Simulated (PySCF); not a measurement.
## Radial density of Mo⁺ (molybdenum, charge +1)

PBE0, [Kr] 4d5, high-spin 6S determinant. Calculation: PySCF 2.14, in cc-pVTZ-PP with ECP28MDF (5s5p4d2f1g, 63 functions); a scalar-relativistic core potential. This is the valence pseudo-density: the core potential removes the inner electrons and smooths the orbitals near the nucleus.

```tsv
r (bohr)	4πr²ρ (e/bohr)	4πr²(ρα − ρβ)
0.0347	1.776e-05	0.0000
0.0584	4.526e-05	0.0000
0.0983	0.0001672	0.0000
0.165	0.001458	0.0004
0.278	0.02391	0.0065
0.468	0.6546	0.1108
0.787	7.322	1.1247
1.32	9.587	2.9565
2.23	2.367	1.7146
3.74	0.2510	0.2455
6.30	0.005075	0.0051
```

Energies and moments cover only the electrons outside the core potential.
